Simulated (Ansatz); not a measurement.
A nudged elastic band was laid between two geometries of AlCl2FH2 (6 atoms, charge 0, multiplicity 1).

Method: RKS PBE-D4/cc-pVDZ (Ansatz 0.2.0).

```json
{
 "movable images": "7",
 "climbing image": "yes",
 "spring": "5.0 eV/Å²",
 "optimiser": "quadratic models (default)",
 "start path": "through a guess of the saddle point",
 "force threshold": "0.05 eV/Å",
 "iteration limit": "60",
 "end points": "relaxed"
}
```

Initial state:

```xyz
6
Properties=species:S:1:pos:R:3
Al 0.010 0.071 0.075
H 0.008 0.600 1.583
Cl 1.835 0.102 -1.044
Cl -1.828 0.034 -1.024
F 0.050 -1.901 0.768
H 0.053 -1.806 1.713
```

Final state:

```xyz
6
Properties=species:S:1:pos:R:3
Al 0.022 -0.694 -0.302
H 0.016 0.196 1.795
Cl 1.835 0.272 -0.803
Cl -1.831 0.205 -0.783
F 0.054 -2.311 0.216
H 0.032 -0.567 1.949
```

Question: Which bonds break or form, and what moves?

Answer: Bonds broken: Al1–H2, F5–H6. Bonds formed: H2–H6. AlCl2FH2 becomes AlCl2F + H2.

Question: What energy profile does the band end with?

Answer: It converged. The highest image is number 3 of 0 to 8, 0.058 eV above the first end and 1.029 eV above the last; the last end lies 0.971 eV below the first. A vibrational analysis at the climbing image gives one clearly imaginary mode, 392i cm⁻¹: a first-order saddle point. The orbitals stay closed-shell, which can raise the energy where a bond breaks towards radicals; this wasn't checked here.

```
image  path coordinate (Å)  energy (eV)  Al1–H2 (Å)  F5–H6 (Å)  H2–H6 (Å)
    0                 0.00        0.000        1.60       0.95       2.41
    1                 0.30        0.009        1.61       0.96       2.01
    2                 0.59        0.028        1.63       0.98       1.62
    3                 0.89        0.058        1.69       1.07       1.26
    4                 1.16       -0.103        1.78       1.30       1.00
    5                 1.43       -0.533        1.93       1.58       0.84
    6                 1.69       -0.826        2.10       1.86       0.79
    7                 1.96       -0.945        2.24       2.16       0.78
    8                 2.23       -0.971        2.28       2.46       0.78
```

Question: What is the geometry of the highest image?

Answer: 
```xyz
6
Properties=species:S:1:pos:R:3
Al 0.013 -0.171 -0.016
H 0.019 0.091 1.649
Cl 1.853 0.178 -1.013
Cl -1.848 0.113 -0.993
F 0.050 -1.943 0.852
H 0.040 -1.167 1.592
```

Question: What are the harmonic wavenumbers there?

Answer: 392i, 126, 134, 222, 425, 458, 589, 698, 1027, 1133, 1618, 2163 cm⁻¹.

The band took 8 iterations and roughly 80 core-seconds.

Run time: 79 s on 1 thread of Intel(R) Xeon(R) 6975P-C (Granite Rapids), on a shared host, peak memory 0.13 GiB.
